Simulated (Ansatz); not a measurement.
Basis sets compared for Si4BPH12, a doped cluster cut from the lattice of silicon (B and P 2.4 A apart). Total charge 0; singlet. Geometry PBE-D4/def2-SVP. Ansatz on 4 threads of Arm Neoverse V2 on a shared host; times are rough, and most runs start from earlier orbitals.

```tsv
atom	x (Å)	y (Å)	z (Å)
B1	1.844	-1.000	-0.012
Si2	0.109	2.149	0.109
Si3	-1.659	-1.085	1.018
Si4	0.133	-2.075	-0.160
Si5	-1.977	1.056	0.086
P6	1.609	0.714	-0.861
H7	2.760	-1.556	-0.610
H8	2.094	-0.737	1.161
H9	0.184	3.447	-0.651
H10	0.664	2.350	1.493
H11	-2.980	-1.812	0.954
H12	-1.323	-0.854	2.471
H13	-0.400	-2.236	-1.570
H14	0.290	-3.470	0.396
H15	-2.369	0.975	-1.369
H16	-2.962	1.957	0.789
H17	1.188	0.672	-2.228
H18	2.794	1.506	-1.015
```

Binding counts from free atoms (B doublet, Si triplet, P quartet, H doublet) in the same basis, without a counterpoise term.

```
                          level  functions  energy (Eh)  HOMO (eV)  LUMO (eV)  binding per atom (eV)  wall time
                      HF/STO-3G         62   -1510.7431      -6.83       8.64                   3.42      0.3 s
                       HF/6-31G         98   -1527.8159      -9.51       2.41                   1.99      0.7 s
                PBE-D4/def2-SVP        164   -1530.1013      -6.17      -1.55                   3.10      2.2 s
               PBE-D4/def2-TZVP        288   -1530.6543      -6.22      -1.74                   3.11      4.2 s
           r2SCANh-D4/def2-TZVP        288   -1531.2966      -6.81      -1.27                   3.11       12 s
               PBE0-D4/def2-SVP        164   -1530.2681      -7.25      -0.80                   3.09      3.2 s
PBE0-D4/def2-TZVP (with forces)        288   -1530.8143      -7.24      -0.95                   3.10       12 s
```

(1) Estimate the rows for PBE-D4/def2-TZVPD, r2SCANh-D4/def2-TZVPD, PBE0-D4/def2-TZVPD.

Answers

(1) 
| level | functions | energy (Eh) | HOMO (eV) | LUMO (eV) | binding per atom (eV) | wall time |
| --- | --- | --- | --- | --- | --- | --- |
| PBE-D4/def2-TZVPD | 360 | -1530.6556 | -6.23 | -1.82 | 3.11 | 8 s |
| r2SCANh-D4/def2-TZVPD | 360 | -1531.2977 | -6.81 | -1.31 | 3.12 | 18 s |
| PBE0-D4/def2-TZVPD | 360 | -1530.8153 | -7.24 | -1.05 | 3.10 | 13 s |
